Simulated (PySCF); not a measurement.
# Static response to an electric field

C3H6Cl2Si.
Atom-mapped SMILES: `[Cl:1][CH:2]([Cl:3])[C@@H:4]1[CH2:5][SiH2:6]1` (hydrogens: H7 on C2; H8 on C4; H9, H10 on C5; H11, H12 on Si6)

Geometry (GFN2-xTB, Å), atoms numbered from 1 in this order:
```xyz
12
C3H6Cl2Si angstrom
Cl    -1.5041   -2.2153   -0.8566
C     -1.1689   -0.4713   -0.7038
Cl    -2.7423    0.3888   -0.5269
C     -0.2675   -0.1962    0.4405
C      0.4397    1.1700    0.4341
Si     1.6175   -0.2807    0.2260
H     -0.7542   -0.1423   -1.6577
H     -0.7062   -0.4829    1.3895
H      0.2035    1.8058   -0.4081
H      0.3907    1.7200    1.3629
H      2.3783   -0.7215    1.3774
H      2.1146   -0.5752   -1.1035
```

Level: PBE0/def2-SVPD (PySCF), static field, nuclei fixed, core orbitals frozen in the response. The polarisability tensor in these axes (au):

```
x   111.29  -4.69   6.50
y    -4.69  91.75   4.81
z     6.50   4.81  74.66
```

Problem. Give the principal values, the mean and the anisotropy Δα = √{½[(α1 − α2)² + (α2 − α3)² + (α1 − α3)²]}.

Solution. Principal values 71.97, 92.62 and 113.11 au; mean 92.57 au = 13.72 Å³ = 15.26 × 10⁻⁴⁰ C²·m²/J; Δα = 35.63 au (38 % of the mean).

Problem. What is the dipole moment, and where does it point?

Solution. (2.85, 0.95, 0.50) D, 3.05 D in size, pointing from the negative to the positive side. Measured along this direction, the outermost atoms are Cl3 at the negative end and H11 at the positive end.

Problem. What would n − 1 = 2πNα be for an ideal gas of these molecules at 273.15 K and 1 atm, electronic part alone?

Solution. N = p/kT = 2.6868 × 10¹⁹ cm⁻³, so n − 1 = 2π × N × 13.72 × 10⁻²⁴ cm³ = 2316 × 10⁻⁶ at long wavelengths, for an ideal gas.

Problem. What depolarisation ratio follows for Rayleigh scattering of linearly polarised light, taking the static tensor?

Solution. ρ = 3Δα²/(45ᾱ² + 4Δα²) = 3808.7/(385604 + 5078.3) = 0.00975.

Problem. In a dilute gas of rigid molecules at 273 K, how does the orientational term μ²/3kT compare with the electronic polarisability?

Solution. In Gaussian units μ²/3kT = 82.13 Å³ against 13.72 Å³, a ratio of 5.99; the Debye molar polarisation (4π/3)N_A(α + μ²/3kT) is 241.8 cm³/mol, leaving out the vibrational part.

Geometry: GFN2-xTB, one conformer, isolated molecule.
